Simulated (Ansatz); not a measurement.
A nudged elastic band was laid between two geometries of CH6BNO (10 atoms, charge 0, multiplicity 1).

Level of theory: RHF/def2-SVP in Ansatz.

* movable images: 5
* climbing image: yes
* spring: 5.0 eV/Å²
* optimiser: quadratic models (default)
* start path: through a guess of the saddle point
* force threshold: 0.05 eV/Å
* iteration limit: 10
* end points: relaxed

Initial state:

```xyz
10
Properties=species:S:1:pos:R:3
B -0.862 1.066 -1.115
O -0.748 0.350 0.005
C 0.113 -0.757 0.179
N 1.013 -0.601 1.262
H -0.191 0.801 -2.082
H -1.643 1.977 -1.127
H -0.519 -1.624 0.363
H 0.673 -0.921 -0.741
H 1.634 0.176 1.125
H 0.529 -0.467 2.131
```

Final state:

```xyz
10
Properties=species:S:1:pos:R:3
B -0.885 1.084 -1.067
O -0.998 0.100 -0.165
C 0.058 -0.756 0.155
N 0.947 -0.116 1.077
H 0.110 1.194 -1.736
H -1.819 1.825 -1.204
H -0.405 -1.668 0.541
H 0.622 -1.016 -0.742
H 1.823 -0.599 1.146
H 0.546 -0.046 1.995
```

**Question.** Which bonds break or form, and what moves?

**Answer.** No bond is made or broken. The height of N4 over the plane of its neighbours goes from 0.35 to -0.35 Å.

**Question.** Give the energies along the band, and the barrier.

**Answer.** It did not converge within its limit. The highest image is number 4 of 0 to 6, 4.7 kcal/mol above the first end and 1.5 kcal/mol above the last; the last end lies 3.2 kcal/mol above the first. The band didn't meet its force threshold, so its energies are provisional: the largest band force was still 0.13 eV/Å, and over the last iterations the top stayed at 0.21 eV.

```
image  path coordinate (Å)  energy (kcal/mol)  height of N4 over the plane of its neighbours (Å)
    0                 0.00                0.0                                               0.35
    1                 0.31                0.0                                               0.35
    2                 0.61                0.2                                               0.34
    3                 0.92                1.8                                               0.21
    4                 1.22                4.7                                              -0.09
    5                 1.67                3.6                                              -0.31
    6                 2.11                3.2                                              -0.35
```

The run took 63 s on 1 thread of Arm Neoverse V1 (shared host), peak memory 0.15 GiB.
